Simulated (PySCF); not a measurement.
trichloro(chlorosilyl)silane (Cl₄H₂Si₂), SMILES Cl[Si](Cl)([SiH2]Cl)Cl. Atoms are numbered in the order given.

```xyz
8

Si     1.2132     1.3540     0.0000
Cl    -0.1834     2.8758     0.0000
Si     0.0066    -0.6177     0.0000
Cl    -1.1782    -0.7189     1.6647
Cl    -1.1782    -0.7189    -1.6647
Cl     1.2938    -2.2142     0.0000
H      2.0525     1.4443     1.2218
H      2.0525     1.4443    -1.2218
```
Charge 0, spin multiplicity 1.

Geometry: ωB97X-D3(BJ)/def2-SVP. The values are those of a single conformer.

These are PBE0/pcSseg-1 in PySCF values and carry that method's errors.

GIAO shieldings, no solvent; atoms alike by connectivity are averaged. δ = σ(ref) − σ: ²⁹Si against TMS (σ = 352.7 ppm); ³⁵Cl against HCl (σ = 945.9 ppm); ¹H against TMS (σ = 31.56 ppm), references at their B3LYP-D3(BJ)/def2-TZVP geometries, non-relativistic (without spin–orbit terms, shifts of atoms bonded to Cl or Br come out too high).

```csv
nucleus,atoms,count,δ (ppm)
²⁹Si,Si3,1,36.1
²⁹Si,Si1,1,-26.6
³⁵Cl,"Cl4, Cl5, Cl6",3,150.0
³⁵Cl,Cl2,1,-97.8
¹H,"H7, H8",2,5.30
```
